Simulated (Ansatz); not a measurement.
Start from `C[O][Zn][O]C` and change one atom or group to get `C[O][Zn][OH]`.

Ansatz, PBE0-D4/def2-TZVP geometries, multiplicity 1. Each molecule was computed in one conformer, which needn't be the lowest.

Scalar relativity is left out up to krypton.

| property | `C[O][Zn][O]C` |
| --- | --- |
| size of the dipole moment (PBE/def2-TZVPP) / D | 1.28 |
| size of the dipole moment (B3LYP/def2-TZVPP) / D | 1.39 |
| HOMO–LUMO gap (PBE0/def2-TZVPP) / eV | 6.51 |
| HOMO energy (PBE/def2-TZVPP) / eV | -5.96 |
| HOMO–LUMO gap (ωB97M-V/def2-TZVPP) / eV | 10.50 |
| HOMO energy (B3LYP/def2-TZVPP) / eV | -7.25 |

Task: Give the same properties after the change, and the shifts. (An estimate is asked.)

Result: The calculation gave: 
| property | `C[O][Zn][OH]` | shift |
| --- | --- | --- |
| size of the dipole moment (PBE/def2-TZVPP) / D | 1.59 | 0.31 |
| size of the dipole moment (B3LYP/def2-TZVPP) / D | 1.71 | 0.32 |
| HOMO–LUMO gap (PBE0/def2-TZVPP) / eV | 6.49 | -0.02 |
| HOMO energy (PBE/def2-TZVPP) / eV | -5.98 | -0.02 |
| HOMO–LUMO gap (ωB97M-V/def2-TZVPP) / eV | 10.50 | 0.00 |
| HOMO energy (B3LYP/def2-TZVPP) / eV | -7.29 | -0.04 |

The zero-point energy changes by -74.6 kJ/mol with -9 modes. Dipoles are sizes alone; their direction can turn.

B3LYP here is the variant with VWN-RPA as its local correlation; programs differ in this.
